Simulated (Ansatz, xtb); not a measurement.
CH6Sn2: which of two structures lies lower

We compare I, a singlet given by its coordinates, with II, `[CH3][Sn][SnH3]`, a singlet. Both are isolated molecules in the gas phase, relaxed with r2SCAN-D4/def2-SVP.

I (Å):

```xyz
9

C    -0.8103    2.4691    0.1842
Sn    0.2047    0.6734    0.8813
Sn    2.5003   -0.3446   -0.2994
H    -0.1437    3.0651   -0.4546
H    -1.1080    3.0743    1.0542
H    -1.7146    2.1911   -0.3772
H    -1.0733   -0.3000    1.5496
H     2.0230   -1.8481    0.5288
H     0.5514   -0.2402   -0.8285
```

Close contacts (Å): C1–Sn2 2.18, Sn2–Sn3 2.77, C1–H4 1.10, C1–H5 1.10, C1–H6 1.10, Sn2–H7 1.74, Sn2–H9 1.97, Sn3–H8 1.78, Sn3–H9 2.02.

II (Å):

```csv
atom,x (Å),y (Å),z (Å)
C,-0.5609,2.6539,-0.3025
Sn,1.4922,2.1785,0.3769
Sn,0.7368,-0.5732,0.7841
H,-0.6618,3.7167,-0.5686
H,-1.2895,2.4101,0.4898
H,-0.8229,2.0368,-1.1792
H,-0.5787,-0.7133,1.8960
H,0.1563,-1.2929,-0.6760
H,1.9556,-1.6401,1.3724
```

Problem. Estimate E(II) − E(I) at the level CCSD(T)/def2-SVP + ΔMP2/def2-TZVPP.

Solution. Too close to call at this level: CCSD(T)/def2-SVP + ΔMP2/def2-TZVPP gives E(II) − E(I) = −0.006 eV.

How the difference moves with the method:

| level | geometry | E(II) − E(I) (eV) | departure from the last row (eV) | job, with rough time for the two |
| --- | --- | --- | --- | --- |
| r2SCAN-D4/def2-SVP | r2SCAN-D4/def2-SVP | +0.054 | +0.060 | optimisation, 2.3 min |
| HF/def2-SVP | r2SCAN-D4/def2-SVP | −0.357 | −0.352 | part of the CCSD(T) run |
| MP2/def2-SVP | r2SCAN-D4/def2-SVP | −0.105 | −0.100 | part of the CCSD(T) run |
| CCSD(T)/def2-SVP | r2SCAN-D4/def2-SVP | −0.109 | −0.104 | single point |
| CCSD(T)/def2-SVP + ΔMP2/def2-TZVPP | r2SCAN-D4/def2-SVP | −0.006 |  | single point, 61 s |

The largest departure from CCSD(T)/def2-SVP + ΔMP2/def2-TZVPP is that of HF/def2-SVP, 0.352 eV. A small imaginary or near-zero mode remains, so no thermal terms are given. Levels run at GFN2-xTB geometries aren't shown. The last row adds to CCSD(T) the change of the MP2 difference between the two basis sets, here +0.104 eV.

The correlated steps freeze 9 core orbitals; the filled d shell of Sn is correlated, in a basis made for valence electrons. Atoms past krypton carry core potentials in the def2 sets and no spin–orbit term is included. Programs: Ansatz 0.2.0; the last row on 1 thread of Arm Neoverse V1 on a shared host.
